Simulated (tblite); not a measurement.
Compound: C8H17P.
Numbering: `[CH3:1][CH2:2][P:3]([CH3:4])[CH:5]1[CH2:6][CH2:7][CH2:8][CH2:9]1` (hydrogens: H10, H11, H12 on C1; H13, H14 on C2; H15, H16, H17 on C4; H18 on C5; H19, H20 on C6; H21, H22 on C7; H23, H24 on C8; H25, H26 on C9)

Structure used (GFN2-xTB), in Å, numbered top down from 1:
```xyz
26
C8H17P angstrom
C      3.5373   -0.7049    0.1870
C      2.0534   -0.6776    0.5305
P      1.0452    0.1543   -0.8023
C      1.4727    1.9133   -0.4051
C     -0.6125    0.0920    0.0573
C     -1.6790    0.8847   -0.7001
C     -3.0083    0.3388   -0.1681
C     -2.7110   -1.0953    0.3087
C     -1.2119   -1.3149    0.0706
H      3.9444    0.3025    0.1318
H      4.0931   -1.2567    0.9439
H      3.6929   -1.1879   -0.7758
H      1.6858   -1.7033    0.6171
H      1.8889   -0.1721    1.4873
H      2.5058    2.1010   -0.6912
H      1.3436    2.1226    0.6566
H      0.8356    2.5744   -0.9889
H     -0.5203    0.4720    1.0826
H     -1.5916    1.9607   -0.5556
H     -1.5841    0.6737   -1.7680
H     -3.3560    0.9491    0.6664
H     -3.7804    0.3593   -0.9360
H     -2.9430   -1.1966    1.3696
H     -3.3058   -1.8318   -0.2301
H     -0.7681   -1.9569    0.8304
H     -1.0478   -1.7776   -0.9054
```

Computed with GFN2-xTB (tblite): harmonic, unscaled wavenumbers at the GFN2-xTB geometry, gas phase. Against measured fundamentals such values can be off by several per cent, at times by over 20. One conformer, not necessarily the lowest. The optimisation stopped once no atom felt more than 0.01 eV/Å.

Lowest wavenumbers of the output (negative numbers stand for imaginary wavenumbers):
```
mode    cm-1
  1     -35.3
  2      46.8
  3      63.8
  4     102.1
  5     124.1
  6     180.4
  7     198.6
  8     209.2
  9     266.1
 10     282.3
 11     296.8
 12     357.7
 13     495.7
 14     621.9
 15     673.9
```

Q: Is this structure a minimum?

A: Not by this Hessian. 1 mode is imaginary beyond 20i (35i cm⁻¹), so at this level the point lies at or near a first-order saddle. The curvature is small, so loose convergence or finite differences may be the whole cause.

Q: Which atoms move in the imaginary mode?

A: 35i: C8 (ring CH2 carbon) 17 %, C7 (ring CH2 carbon) 15 %, H24 (methylene hydrogen) 13 %, H23 (methylene hydrogen) 12 %. These are shares of the mass-weighted motion.

Q: What is the remedy?

A: Step along that mode in both directions, optimise again with tighter thresholds and repeat the frequencies. The zero-point energy of this point (145.3 kcal/mol) counts the 71 real modes alone, and thermal corrections from it aren't those of a minimum.
